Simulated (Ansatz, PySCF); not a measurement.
This PySCF input computes a BLYP/def2-TZVPD energy:

```python
from pyscf import gto, scf, dft

mol = gto.M(
    atom='''
    Te    0.02798640    0.00963093    0.86948571
    Br    0.82451525   -1.70908550   -0.65426019
    Br   -0.86609505    1.69477669   -0.63754715
    ''',
    basis='def2-tzvpd',
    ecp='def2-tzvp',
    charge=1,
    spin=1,
    verbose=4,
)

mf = dft.UKS(mol, xc='blyp').density_fit(auxbasis='def2-universal-jkfit')
mf.grids.level = 3
mf.conv_tol = 1e-9
mf.max_cycle = 100
mf.max_memory = 1500
mf.kernel()
if not mf.converged:
    mf = mf.newton()
    mf.kernel(mf.make_rdm1())
for _ in range(2):
    mo, _, stable, _ = mf.stability(return_status=True)
    if stable:
        break
    mf.kernel(mf.make_rdm1(mo, mf.mo_occ))
mf.analyze()
```

Q: Write an input for the same energy in Ansatz (a program for electronic structure) and say what it gives.

A: 
Ansatz 0.2 input:
```yaml
crystal:
  periodic: [false, false, false]
  atoms:
    - {symbol: Te, position_ang: [0.02798640, 0.00963093, 0.86948571]}
    - {symbol: Br, position_ang: [0.82451525, -1.70908550, -0.65426019]}
    - {symbol: Br, position_ang: [-0.86609505, 1.69477669, -0.63754715]}
basis:
  gaussian:
    orbitals: def2-TZVPD
hamiltonian:
  xc: {name: BLYP}
total_charge: 1
magnetization: {spin_polarized: true, initial_magnetization: 1}
output: {forces: true}
```
It gives -5416.09201 Eh, and PySCF -5416.09208 Eh, a difference of 0.07 mEh, from the treatment of integrals and grids.
